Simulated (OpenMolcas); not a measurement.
Pd⁵⁺.

```yaml
Program: OpenMolcas 26.06
Basis: ANO-RCC-VQZP [8s7p5d3f2g1h]
Scalar_Hamiltonian: DKH2, point nucleus
Active_space: 11 electrons in 8 orbitals (RAS1 4p, at most 2 holes; RAS2 4d)
State_averaging: 2S+1 = 6 even, 1 root; 2S+1 = 4 even, 24 roots; 2S+1 = 2 even, 67 roots
Spin-orbit_coupling: RASSI with atomic mean-field integrals over the reference wave functions, term energies averaged over their components
```

Two sets of levels on these reference wave functions, in cm-1 above 4d5 6S 5/2: one from RASSCF and one from MS-RASPT2, IPEA 0.25 Eh, imaginary shift 0.1 Eh (closed shells correlated: 4s).

```csv
Level,Set 1,Set 2
4d5 6S 5/2,0.0,0.0
4d5 4G 5/2 [72 %],28630,33150
4d5 4G 7/2,29170,33890
4d5 4G 11/2,29330,34100
4d5 4G 9/2,29480,34240
4d5 4P 5/2 [51 %],31580,34270
4d5 4P 3/2 [55 %],32380,34840
4d5 4P 1/2 [67 %],33630,35650
4d5 4D 7/2,35150,39880
4d5 4D 1/2 [68 %],36780,40960
4d5 4D 5/2 [55 %],37460,41250
4d5 4D 3/2 [55 %],37670,41400
4d5 2I 11/2,42270,49410
4d5 2I 13/2,43290,50630
4d5 4F 9/2 [71 %],47440,52990
4d5 4F 5/2,48760,53800
```

Q: Which set is which?

A: Set 1 is MS-RASPT2. Its levels of the other terms of 4d5 lie at 0.86 to 0.94 of the other set's values, as expected, since terms of lower spin or lower L gain more correlation energy than the Hund ground term.

CASPT2 breaks the degeneracy within a term, and the mean is taken; among the terms shown or strongly mixed into the levels shown the widest spread is 1300 cm-1 (4d5 2I, MS-RASPT2). Active for correlation alone: 4p; no level in the range computed is led by a configuration that opens it, so any true level of that kind is missing. Without dynamic correlation excited terms often stand tens of per cent too high (terms of higher spin than the ground term too low), and those without a measured partner can miss by more than the paired ones (holds for RASSCF). Only configurations of the active space appear. The table leaves out levels that lie high or whose names do not pair safely across all columns.

A share in square brackets marks a mixed level and gives the weight of the term that names it, the lowest over the columns.
